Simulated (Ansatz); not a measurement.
`[CH3][AlH][O][SiH2][GaH2]` + H₂ → `[SiH3][GaH2]` + `[CH3][AlH][OH]`  (hydrogenolysis of the Si–O bond)

Computed with Ansatz on PBE0-D4/def2-TZVP structures; ΔE is electronic, products minus reactants. CCSD(T)/CBS adds triple-zeta CCSD(T) − MP2 to the extrapolated MP2 energy (def2 sets, frozen cores). This one scheme is used for every species. For Ga outer-core shells are correlated without core-valence functions, which leaves a few kJ/mol of doubt a bond. Scalar relativity is left out up to krypton. Each species was taken in one conformer, which may not be the lowest.

`[CH3][AlH][O][SiH2][GaH2]`:

```xyz
13

C    -0.382    0.984    2.669
Al    0.264    1.467    0.903
O     0.673    0.234   -0.172
Si    1.019   -0.863   -1.325
Ga   -0.940   -1.520   -2.579
H    -1.281    0.363    2.599
H    -0.625    1.858    3.278
H     0.364    0.393    3.210
H     0.438    2.952    0.381
H     2.049   -0.314   -2.259
H     1.639   -2.070   -0.696
H    -0.861   -2.584   -3.739
H    -2.359   -0.901   -2.272
```

H₂:

Cartesian coordinates in Å:
```
H -0.008 -0.072 -0.366
H 0.008 0.072 0.366
```

`[SiH3][GaH2]`:

```xyz
7

Si    0.447   -0.674    0.646
Ga   -0.621    0.873   -0.869
H     1.355   -1.609   -0.077
H    -0.526   -1.486    1.428
H     1.279    0.094    1.617
H     0.199    1.528   -2.041
H    -2.133    1.275   -0.705
```

`[CH3][AlH][OH]`:

Cartesian coordinates in Å:
```
C -1.192 -0.324 -0.282
Al 0.597 0.403 -0.091
O 1.613 -0.302 1.076
H -1.950 0.428 -0.038
H -1.353 -1.187 0.369
H -1.385 -0.635 -1.313
H 1.165 1.613 -0.951
H 2.506 0.004 1.230
```

```csv
species,CCSD(T)/CBS(def2) energy (Eh)
`[CH3][AlH][O][SiH2][GaH2]`,-2573.15727
H₂,-1.17544
`[SiH3][GaH2]`,-2215.99298
`[CH3][AlH][OH]`,-358.31021
```

Question: Work out ΔE.

Answer: ΔE = (-2215.99298) + (-358.31021) − (-2573.15727) − (-1.17544) = 0.02952 Eh = +0.80 eV.

Largest T1 diagnostic among the species: 0.013.

At CCSD(T), def2-SVP lies −0.18 eV from the extrapolated value and def2-TZVPP −0.03 eV. Leaving LDA and LC-ωPBE aside and taking each functional with its dispersion term where it has one, the values, not all of them listed here, spread over 0.18 eV, from PBE-D4 to BHLYP-D4. LDA lies +0.04 eV from PBE without D4.
